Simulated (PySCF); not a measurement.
PySCF input file for C₄H₆BF, SMILES FB1C=CCC1, IEF-PCM-PBE0/def2-SVP. Geometry: TPSSh-D3(BJ)/def2-SVP. This is a generated structure with no PubChem entry under its InChIKey; it may be hypothetical. One conformer was computed; it need not be the lowest.

```python
import numpy as np
from pyscf import gto, scf, dft
from pyscf.solvent import pcm

mol = gto.M(
    atom='''
    F     0.00975801   -2.18284397    0.00000000
    B    -0.02790374   -0.84552512    0.00000000
    C    -1.29594315    0.03947109   -0.00000000
    C    -0.86581194    1.32531433   -0.00000000
    C     0.63060135    1.51403997    0.00000000
    C     1.24500078    0.09520514    0.00000000
    H    -2.35524291   -0.22934538   -0.00000000
    H    -1.52822455    2.20050248   -0.00000000
    H     0.93755019    2.11096413    0.87810801
    H     0.93755020    2.11096413   -0.87810801
    H     1.88849076   -0.08202360   -0.87941116
    H     1.88849076   -0.08202360    0.87941115
    ''',
    basis='def2-SVP',
    charge=0,
    spin=0,
    max_memory=1600,
    verbose=3,
)
mf = dft.RKS(mol, xc='pbe0').density_fit(auxbasis='def2-universal-jkfit')
mf.grids.level = 3
mf.conv_tol = 1e-9
mf.max_cycle = 100
mf.kernel()
res = {}
for name, eps in {'water': 78.355, 'acetone': 20.493, 'dimethylsulfoxide': 46.826}.items():
    s = mf.PCM()
    s.with_solvent.method, s.with_solvent.eps, s.with_solvent.lebedev_order = 'IEF-PCM', eps, 29
    s.kernel(mf.make_rdm1())
    res[name] = (s.e_tot, eps, s.dip_moment(), s.mo_energy, s.converged)
    print(f'{name}: electrostatic solvation free energy {(s.e_tot - mf.e_tot) * 627.509474:.3f} kcal/mol')
```

It prints:

```
converged SCF energy = -280.259048757116

WARN: PCM is an experimental feature. It is still in testing.
Features and APIs may be changed in the future.

converged SCF energy = -280.262613786534
Dipole moment(X, Y, Z, Debye):  0.32195,  2.65125,  0.00000
water: electrostatic solvation free energy -2.237 kcal/mol

WARN: PCM is an experimental feature. It is still in testing.
Features and APIs may be changed in the future.

converged SCF energy = -280.262412176207
Dipole moment(X, Y, Z, Debye):  0.31492,  2.61601,  0.00000
acetone: electrostatic solvation free energy -2.111 kcal/mol

WARN: PCM is an experimental feature. It is still in testing.
Features and APIs may be changed in the future.

converged SCF energy = -280.262564908235
Dipole moment(X, Y, Z, Debye):  0.32024,  2.64268,  0.00000
dimethylsulfoxide: electrostatic solvation free energy -2.206 kcal/mol
```

The calculation finished and met its thresholds.

Cost: roughly 70 core-seconds.
